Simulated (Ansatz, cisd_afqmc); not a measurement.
Species: GaH, charge 1, doublet. GaH+ (parent SMILES [GaH], doublet).
B3LYP-D3(BJ)/def2-TZVP minimum from Ansatz (a program for electronic structure):
```
Ga
H 1 1.6902
```
Charge +1, spin multiplicity 2.

Total energies in aug-cc-pVDZ, 3 correlated electrons, 14 frozen orbitals. Radicals and triplets start from unrestricted determinants; spin-orbit coupling is neglected. Correlated methods leave the cores frozen (noble-gas shells, and filled d and f shells in the p block). No relativity. AFQMC is phaseless with a CISD trial state; ± is one standard error, without the phaseless bias. Outlying blocks are dropped, and bars are widened where a walk drifts. Over all cases where full CI ran beside it in this data, AFQMC minus full CI had a median of +0.1 mEh and passed +0.4 mEh in a tenth of the cases. The UHF reference of HGa+ (parent SMILES [GaH], doublet) is spin-contaminated (<S^2> up to 0.05 over the pure value in the sets run). The spin of HGa+ (parent SMILES [GaH], doublet) was assumed, and the state is the lowest solution found for it.

| method | program | energy (Eh) | minus CCSDT (mEh) |
|---|---|---|---|
| HF | Ansatz | -1923.49583 | 42.47 |
| MP2 | Ansatz | -1923.52338 | 14.93 |
| CCSD | Ansatz | -1923.53770 | 0.60 |
| CCSD(T) | Ansatz | -1923.53810 | 0.20 |
| CCSDT | Ansatz | -1923.53831 | 0.00 |
| AFQMC/CISD | cisd_afqmc | -1923.5383 ± 0.0001 | 0.1 ± 0.1 |
